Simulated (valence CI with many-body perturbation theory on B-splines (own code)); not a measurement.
Values are calculated unless marked as measured or tabulated.
Sensitivity of CI+MBPT for Ho53+

Method: configuration interaction combined with many-body perturbation theory (CI+MBPT): four valence electrons over a frozen Dirac-Fock core [Ne], radial functions for each j: 6 s, 6 p, 5 d, 3 f, 1 g, with the one-electron correlation potential Σ1 (screened to all orders), the two-electron term Σ2, the three-electron term Σ3, Breit, model QED; selected single and double excitations, second order for the rest, scaled by the run's own slope (own B-spline code, finite nucleus).

No measured spectrum was set against this ion. As an estimate, large intervals hold to a few tenths of a per cent, small ones and those within an open d or f shell to about a per cent.

The reference run has the lowest level (3s^2 3p1/2^2) J=0 and an ionisation energy of 5137.17 eV. Its largest variational space holds 9999 state functions.

Levels are named by their leading jj configuration (3d3/2^4 stands for four electrons in 3d with j = 3/2), which in mixed levels can hold well under half, so a name can repeat and another be missing.

Changed runs:
A. box radius (bohr) 1.5609 → 4.11; averaging of valence orbitals over low configurations on → off
B. size limit of the variational space 10000 → 6000; highest l with Σ1, explicit Σ2 and valence Breit (higher l get mean screening factors) 3 → 0
C. correlating orbitals by l 3 3 3 2 1 → 4 4 0 0 0
D. start configuration 3s2 3p2 → 3s2 4p2 (bad on purpose)

Excitation energies of the reference run in cm⁻¹, and shifts in cm⁻¹:

```csv
Level,Reference,A,B,C
(3s^2 3p1/2 3p3/2) J=1,1725500,+3.6,-1509,-538
(3s^2 3p1/2 3p3/2) J=2,1793000,-0.5,+1634,+289
(3s 3p1/2^2 3p3/2) J=2,2883610,+16,-4659,-633
(3s 3p1/2^2 3p3/2) J=1,3087140,+16,-3783,+599
(3s^2 3p1/2 3d3/2) J=2,3292050,+25,+2802,+1213
(3s^2 3p3/2^2) J=2,3568310,+1.8,-1697,-114
(3s^2 3p1/2 3d3/2) J=1,3592620,+17,+4575,+2950
(3s^2 3p3/2^2) J=0,3714250,-0.5,-4300,+709
(3s^2 3p1/2 3d5/2) J=2,3833120,+19,+354,+1214
(3s^2 3p1/2 3d5/2) J=3,3840150,+22,+3753,+1925
(3s 3p1/2^2 3d3/2) J=1,4477920,+37,-5568,+1119
(3s 3p1/2^2 3d3/2) J=2,4528040,+35,-3278,+1507
Ionisation energy (eV),5137.17,-0.00054,+4.02,-0.30
```

Run D: It gave no result: the start configuration must fill the lowest shells above the core. The program said: "4p is not the lowest shell of its kind above the core".
